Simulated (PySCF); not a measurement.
## How the method changes the constants of RbLi⁻

State: ²Σ⁺ (doublet), unpaired electrons σ ↑. Set-up: Rb def2-SVPD with ECP28, Li def2-SVPD; scalar-relativistic core potentials (PySCF 2.14). De refers to Rb + Li⁻ in their ground configurations, without counterpoise correction. The functionals are run spin-unrestricted. A positive dipole points towards Li; it is taken about the centre of mass and depends on that origin. Levels whose curve was spin-contaminated or gave no clean fit are not listed.

```tsv
Level	Re (Å)	ωe (cm⁻¹)	De (eV)	μ (D)	CPU s a point (SCF and correlation, without the integrals)
ROHF-MP2	4.042	114	n/a	n/a	0.071
ROHF-SCS-MP2	4.067	113	n/a	n/a	n/a
ROHF-CCSD	4.061	112	0.499	n/a	n/a
ROHF-CCSD(T)	4.040	114	0.53	n/a	2.8
PBE	3.956	119	0.75	-5.32	0.35
BP86	3.990	114	0.67	-5.97	0.23
M06-L	4.037	118	0.67	-7.25	0.7
B97-3	4.038	114	0.78	-5.70	0.28
CAM-B3LYP	3.992	117	0.60	-5.75	0.47
```

The bond length runs from 3.956 Å (PBE) to 4.067 Å (ROHF-SCS-MP2). De spans 0.50 eV (ROHF-CCSD, coupled cluster) to 0.78 eV (B97-3, global hybrid GGA).

Correlated steps freeze no core orbitals. Correlated levels converge slowly with the basis: in double zeta they bind strong bonds too weakly, by up to about 1 eV, and carry superposition errors of some tenths. Spin–orbit coupling is left out. For an ion De counts to the pair picked by the measured ionisation energies or electron affinities, which need not be the lowest pair at this level. The highest Kohn–Sham level is positive in this anion. Much of that is self-interaction error, but it also means that the finite basis helps to hold the extra electron. The CCSD T1 diagnostic is raised, a sign that a single reference may not be enough here. The state was picked by a PBE0 search and need not be the measured ground state.

The whole job (state search and all levels along the bond) took about 1.4 min on 1 thread of Arm Neoverse V2 (shared host), peak memory 0.48 GiB.
